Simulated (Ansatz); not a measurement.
Relaxation of F4Ti (5 atoms, charge 0, multiplicity 1), to a largest force component of 0.02 eV/Å in at most 40 steps.

Method: RKS PBE-D4/def2-SVP in Ansatz.

```xyz
5
Properties=species:S:1:pos:R:3
Ti 0.000 0.000 0.000
F 0.000 0.000 1.830
F 1.726 0.000 -0.609
F -0.862 1.493 -0.609
F -0.862 -1.493 -0.609
```

Task: Where does it end, and by what steps?

Result: It converged. After 3 steps the energy has fallen by 0.437 eV; F3 moved furthest, 0.09 Å.

```csv
step,energy less start (eV),largest force component (eV/Å),accepted
0,0.0000,2.371,yes
1,-0.3932,0.840,yes
2,-0.4357,0.139,yes
3,-0.4368,0.003,yes
```

```xyz
5
Properties=species:S:1:pos:R:3
Ti 0.000 0.000 0.000
F 0.000 0.000 1.745
F 1.645 0.000 -0.581
F -0.822 1.424 -0.581
F -0.822 -1.424 -0.581
```

Time of the run: 8.2 s on 2 threads of Arm Neoverse V1, on a shared host, peak memory 0.13 GiB.
